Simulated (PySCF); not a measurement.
C₂H₈BFN₂, SMILES C[C@H](F)B(N)N.

Geometry: r2SCAN-D4/def2-SVP. The structure was generated by enumeration; whether it is a known compound was not checked. The values are those of a single conformer.

All values below come from r2SCAN-D4/def2-SVP run with PySCF 2.14.0.

No scaling factor is applied to the harmonic values.

| mode | ν (cm⁻¹) | IR (km/mol) | Raman (Å⁴/amu) | depolarisation | moving atoms (share of kinetic energy) |
|---|---|---|---|---|---|
| 1 | 48 | 0.5 | 1.0 | 0.75 | N 43 %, H 20 %, F 20 %, C 18 % |
| 2 | 198 | 1.2 | 0.6 | 0.74 | C 35 %, H 27 %, N 25 %, F 11 % |
| 3 | 222 | 3.1 | 0.5 | 0.75 | H 70 %, N 15 % |
| 4 | 266 | 2.3 | 0.2 | 0.71 | H 51 %, N 22 %, F 17 % |
| 5 | 302 | 85.4 | 0.9 | 0.67 | H 82 %, N 16 % |
| 6 | 336 | 10.8 | 1.5 | 0.74 | H 35 %, N 32 %, F 18 %, C 10 % |
| 7 | 379 | 209.6 | 0.7 | 0.75 | H 76 %, N 18 % |
| 8 | 409 | 37.2 | 0.5 | 0.65 | H 35 %, F 26 %, C 23 %, N 8 % |
| 9 | 454 | 3.3 | 0.8 | 0.72 | H 80 % |
| 10 | 472 | 17.9 | 0.6 | 0.25 | H 38 %, F 22 %, N 17 %, C 13 %, B 10 % |
| 11 | 602 | 3.6 | 3.4 | 0.32 | H 72 %, B 13 %, C 9 % |
| 12 | 623 | 1.3 | 0.9 | 0.05 | B 47 %, H 37 %, N 10 % |
| 13 | 729 | 2.0 | 6.1 | 0.14 | C 36 %, H 34 %, N 16 %, B 12 % |
| 14 | 846 | 0.3 | 2.0 | 0.70 | H 76 %, N 23 % |
| 15 | 896 | 15.8 | 2.6 | 0.70 | H 43 %, C 29 %, F 20 %, N 9 % |
| 16 | 920 | 9.2 | 4.5 | 0.29 | H 53 %, N 42 % |
| 17 | 1000 | 19.7 | 2.3 | 0.75 | H 67 %, C 24 % |
| 18 | 1072 | 59.1 | 3.2 | 0.56 | C 63 %, H 24 %, F 11 % |
| 19 | 1122 | 23.6 | 1.9 | 0.63 | C 53 %, H 39 % |
| 20 | 1240 | 43.3 | 3.5 | 0.58 | H 59 %, B 21 %, C 12 % |
| 21 | 1333 | 12.1 | 7.7 | 0.67 | H 83 %, C 14 % |
| 22 | 1369 | 25.3 | 2.8 | 0.73 | H 34 %, B 31 %, C 30 % |
| 23 | 1376 | 25.9 | 4.6 | 0.75 | H 72 %, C 21 % |
| 24 | 1424 | 59.2 | 6.5 | 0.69 | B 48 %, H 46 % |
| 25 | 1450 | 11.4 | 10.8 | 0.75 | H 89 % |
| 26 | 1476 | 2.2 | 14.4 | 0.74 | H 94 % |
| 27 | 1582 | 99.0 | 3.9 | 0.65 | H 75 %, N 18 % |
| 28 | 1606 | 247.8 | 6.1 | 0.67 | H 61 %, N 22 %, B 17 % |
| 29 | 3000 | 44.5 | 111.8 | 0.32 | H 92 % |
| 30 | 3029 | 20.8 | 158.5 | 0.01 | H 97 % |
| 31 | 3126 | 23.9 | 93.5 | 0.71 | H 90 %, C 10 % |
| 32 | 3133 | 21.3 | 55.5 | 0.75 | H 91 %, C 9 % |
| 33 | 3610 | 44.9 | 80.7 | 0.15 | H 96 % |
| 34 | 3617 | 13.3 | 182.0 | 0.13 | H 96 % |
| 35 | 3720 | 29.8 | 77.1 | 0.74 | H 91 %, N 9 % |
| 36 | 3724 | 28.3 | 55.5 | 0.70 | H 91 %, N 9 % |
